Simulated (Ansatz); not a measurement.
An input meant for BCl2(vinyl) (C2H3BCl2) (charge 0, singlet).

```yaml
crystal:
  periodic: [false, false, false]
  atoms:
    - {symbol: B, position_ang: [1.540749, 2.092517, -0.812357]}
    - {symbol: Cl, position_ang: [4.411669, 2.873297, -3.306791]}
    - {symbol: Cl, position_ang: [0.194578, 4.999069, 1.392529]}
    - {symbol: C, position_ang: [0.272440, -1.062460, -0.600327]}
    - {symbol: C, position_ang: [-1.920492, -1.834569, 1.259112]}
    - {symbol: H, position_ang: [1.216847, -2.768948, -2.050253]}
    - {symbol: H, position_ang: [-2.926897, -0.201125, 2.746916]}
    - {symbol: H, position_ang: [-2.788870, -4.097758, 1.371149]}
basis:
  gaussian: {orbitals: def2-SVPD}
hamiltonian: {xc: {name: PBE0}, dispersion: d3bjatm}
scf: {lower_state_search: full}
output: {forces: true}
```

```sh
$ ansatz run in.yaml --threads 2 --pin off --events-out ev --progress --plain --max-ram 4352MiB
```

Output, abridged:

```
Functional definition: PBE0
1330 factors; integrals over basis functions are off by at most 3.0e-4 eV
mean field evaluation 1: about -27772.8779 eV, gradient 5.1e1 eV
mean field evaluation 2: about -27772.8837 eV, gradient 5.1e1 eV
mean field evaluation 4: about -27544.3120 eV, gradient 1.9e2 eV
mean field evaluation 8: about -27788.5167 eV, gradient 5.3e0 eV
mean field evaluation 16: about -27788.8545 eV, gradient 1.4e-3 eV
mean field evaluation 32: about -27708.6230 eV, gradient 1.2e2 eV
mean field evaluation 64: about -27788.1962 eV, gradient 7.6e0 eV
mean field evaluation 96: about -27748.6153 eV, gradient 6.4e1 eV
mean field evaluation 128: about -27787.6163 eV, gradient 9.3e0 eV
mean field evaluation 160: about -27787.9995 eV, gradient 1.7e0 eV
mean field evaluation 192: about -27739.6255 eV, gradient 5.4e1 eV
mean field -27788.85450541 eV, -1021.2215671118 hartree, gradient 4.4e-6 eV, S^2 0.000000; 10 other end points of the search recorded, 0 dependent functions left out
reference -27788.85456270 eV, -1021.2215692170 hartree; 27, 27 occupied and 111, 111 virtual orbitals, 1330 factors
Total energy: -27788.95076512 eV, -1021.2251045908 hartree
Atom 0 at     1.540749     2.092517    -0.812357 Å, force     0.112511     0.157916    -0.057888 eV/Å
Atom 1 at     4.411669     2.873297    -3.306791 Å, force    -0.506574    -0.166496     0.431087 eV/Å
Atom 2 at     0.194578     4.999069     1.392529 Å, force     0.203908    -0.540295    -0.365572 eV/Å
Atom 3 at     0.272440    -1.062460    -0.600327 Å, force     0.534883    -1.307372    -0.929485 eV/Å
Atom 4 at    -1.920492    -1.834569     1.259112 Å, force    -0.973823    -0.429957     0.798403 eV/Å
Atom 5 at     1.216847    -2.768948    -2.050253 Å, force    -0.954895     1.692052     1.455392 eV/Å
Atom 6 at    -2.926897    -0.201125     2.746916 Å, force     0.852020    -1.561980    -1.316739 eV/Å
Atom 7 at    -2.788870    -4.097758     1.371149 Å, force     0.731970     2.156132    -0.015198 eV/Å
Dipole moment:    -1.347618    -2.510402     0.494133 e Å
```

In this input the geometry is stretched to more than twice its size. Self-consistency was reached. The result belongs to that input, not to the species as meant.
